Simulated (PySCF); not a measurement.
SnH₃, SMILES [SnH3], multiplicity 2. Geometry: PBE0-D3(BJ)/def2-TZVPD. The spin state was assumed, not searched. The isomer is the one that the SMILES or the coordinates give; other isomers of the formula were not compared. The def2 effective core potentials stand for the cores of Sn; spin–orbit coupling is left out.

These are PBE0-D3(BJ)/def2-TZVPD (PySCF) values and carry that method's errors.

Harmonic wavenumbers (cm⁻¹): 636, 698, 698, 1872, 1910, 1910. Rotational constants (GHz): 103.0, 103.0, 63.78; symmetry number 3.

Question: Work out the zero-point energy and the ideal-gas rigid-rotor harmonic-oscillator thermochemistry at 298.15 K and 1 atm.

Answer: ZPE = ½ Σ hcν = ½ × 7725 cm⁻¹ = 11.04 kcal/mol. H − E(el) = 13.65 kcal/mol. Entropy in cal/(mol K): translation 40.30, rotation 14.63, vibration 1.01, spin 1.38, total 57.33. G − E(el) = -3.45 kcal/mol. Cp = 10.62 cal/(mol K).
